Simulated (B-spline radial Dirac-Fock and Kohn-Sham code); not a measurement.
**Satellites and hypersatellites of the K lines of Pm⁶⁺**

System: the Pm⁶⁺ ion in the configuration [Kr] 4d10 4f3 5s2 5p4.

The run's input, task.json:

```json
{"items": [{
  "Z": 61,
  "q": 6,
  "cfg": [[1, 0, 2], [2, 0, 2], [2, 1, 6], [3, 0, 2], [3, 1, 6], [3, 2, 10], [4, 0, 2], [4, 1, 6], [4, 2, 10], [4, 3, 3], [5, 0, 2], [5, 1, 4]],
  "A": 145,
  "rrms": 4.962,
  "do": ["binding", "quiet", "double"]
}]}
```

Run with: `python xray_run.py task.json out`

Model: ΔSCF Dirac-Fock with Breit, self-energy and vacuum polarisation, finite nucleus, configuration average. Program: a radial finite-basis atomic code. Each two-hole energy is an average over J within one jj subconfiguration, not an observable level; in light atoms, where LS coupling holds, the j-resolved values are not observed lines, and for a K spectator the Kα1 hypersatellite is nearly forbidden. No correlation.

Lines without a spectator: Kα2 (K-L2) 38168.4 eV, Kα1 (K-L3) 38721.9 eV, Kβ3 (K-M2) 43706.5 eV, Kβ1 (K-M3) 43819.8 eV. Shifts in eV with one spectator hole (a dash: not computed, or left out as unreliable):

| spectator hole | Kα2 | Kα1 | Kβ3 | Kβ1 |
| --- | --- | --- | --- | --- |
| K (1s) | +745.4 | +782.1 | +958.2 | +966.4 |
| L2 (2p1/2) | +88.0 | +114.0 | – | +231.1 |
| L3 (2p3/2) | +77.3 | +80.3 | +191.6 | – |
| M2 (3p1/2) | – | +15.59 | +33.2 | +39.6 |
| M3 (3p3/2) | +10.10 | – | +31.4 | +31.1 |
| M4 (3d3/2) | +2.77 | -0.50 | – | – |
| M5 (3d5/2) | -1.48 | +1.34 | – | – |

Run: 66 s of CPU time on 1 thread of Neoverse-N1 (shared host), peak memory 0.51 GiB.
